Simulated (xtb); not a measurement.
W(NH)(S)(Cl)(Me) (CH₄ClNSW), SMILES [CH3][W](=[NH])(=[S])[Cl], multiplicity 1. All values are semi-empirical tight-binding results from xtb (GFN2-xTB unless named), good for trends rather than for accurate numbers. The structure is a stationary point at GFN2-xTB. The multiplicity is an assumed one; no other spin state was optimised. The structure was generated by enumeration; whether it is a known compound was not checked.

For metal compounds this method's bond lengths and energies can be far off.

Computed properties:
```json
{
 "orbital_gap": "1.62 eV",
 "zero_point_energy": "30.9 kcal/mol",
 "G − E(el) at 298.15 K (modified RRHO)": "9.1 kcal/mol"
}
```
